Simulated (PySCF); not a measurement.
## Trend along the alkaline earths: MGa cations

PBE0 with double-zeta basis sets in PySCF, for the lowest determinant that a PBE0 search found; no spin–orbit coupling. De refers to high-spin ground-configuration atoms (the charge goes to the atom of lower measured ionisation energy or higher electron affinity, which is not always the lowest computed limit). A positive dipole points towards Ga; it is taken about the centre of mass and depends on that origin.

```csv
M,basis,charged atom,state (unpaired electrons),Re (Å),ωe (cm⁻¹),De (eV),μ (D)
Be,cc-pVDZ/cc-pVDZ-PP,Ga+,singlet (closed shell),2.825,234,0.72,-3.75
Mg,def2-SVP,Ga+,singlet (closed shell),3.125,154,1.04,-3.95
Ca,pcseg-1,Ga+,singlet (closed shell),3.479,126,1.58,-6.35
Sr,def2-SVP,Sr+,singlet (closed shell),3.621,101,1.30,-3.86
```

Problem. By what factor does the bond length vary along the series?

Solution. At PBE0 it runs from 2.825 Å (BeGa⁺) to 3.621 Å (SrGa⁺), a factor of 1.28.

The rows differ in basis set, which adds steps of its own.

Relativity is treated differently too: Be scalar-relativistic core potentials; Mg no relativity; Ca no relativity; Sr scalar-relativistic core potentials.

Down a group bonds as a rule get longer and wavenumbers fall, partly through the reduced mass; this series shows no clear exception.

Closed-shell solutions of metal pairs were not tested for spin polarisation, which can lower them a little. For an ion De counts to the pair picked by the measured ionisation energies or electron affinities, which need not be the lowest pair at this level.
